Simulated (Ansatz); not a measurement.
The lowest doublet and quartet of CH (SMILES [CH]); geometries from B3LYP-D3(BJ)/def2-TZVP, each state relaxed from the structure named, with no frequency check.
Doublet at the quartet's geometry (charge 0, multiplicity 2):
```xyz
2

C      0.0000     0.0000    -0.1563
H      0.0000     0.0000     0.9375
```

A positive gap puts the quartet lower; no zero-point energy. U- takes an unrestricted doublet. The quartet is unrestricted in single-reference levels.

Frozen-core correlation.

Programs: Ansatz (Gaussian basis) for Hartree–Fock, density functionals and correlated methods. 

Question: One of these levels gives 0.107 eV for the gap E(doublet) − E(quartet), vertical, at the quartet's geometry. Which?
A. U-HF/cc-pVTZ (spin-contaminated)
B. U-PBE0/def2-TZVPP (spin-contaminated)
C. U-CCSD(T)/cc-pVQZ (spin-contaminated)
D. U-PBE/def2-TZVPP (spin-contaminated)

Answer: A, U-HF/cc-pVTZ (spin-contaminated). The others give -0.598 (U-PBE/def2-TZVPP (spin-contaminated)), -0.534 (U-PBE0/def2-TZVPP (spin-contaminated)), -0.699 (U-CCSD(T)/cc-pVQZ (spin-contaminated))

Doubts at one or more of the structures used: T1 above 0.05 (U-CCSD(T)/cc-pVQZ (spin-contaminated)).

Ansatz is a quantum-chemistry and plane-wave program.
